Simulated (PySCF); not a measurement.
**Trend along group 14: MCl molecules**

MP2 with double-zeta basis sets in PySCF, for the lowest determinant that a PBE0 search found; no spin–orbit coupling. De refers to high-spin ground-configuration atoms.

```tsv
M	basis	reference, frozen orbitals	state (unpaired electrons)	Re (Å)	ωe (cm⁻¹)	De (eV)
C	def2-SVPD	UHF, 6	doublet (π ↑)	1.658	889	3.75
Si	def2-SVPD	UHF, 10	doublet (π ↑)	2.110	514	4.05
Ge	cc-pVDZ-PP/cc-pV(D+d)Z	UHF, 9	doublet (π ↑)	2.192	409	3.64
Sn	x2c-SVPall	UHF, 23	doublet (π ↑)	2.385	368	3.44
Pb	def2-SVP	UHF, 9	doublet (π ↑)	2.487	331	3.24
```

The shortest bond is that of CCl (1.658 Å), the longest that of PbCl (2.487 Å).

The rows differ in basis set, which adds steps of its own.

Down a group the atoms grow and get heavier, so bonds lengthen and wavenumbers fall; this series shows no clear exception.

Correlated steps freeze the inner cores (6 to 23 orbitals); shallow outer-core shells are correlated. Correlated levels converge slowly with the basis: in double zeta they bind strong bonds too weakly, by up to about 1 eV, and carry superposition errors of some tenths. These are scalar-relativistic numbers at best; spin–orbit coupling would shift them, the dissociation energy most. States were picked by a PBE0 search and need not be the measured ground states.
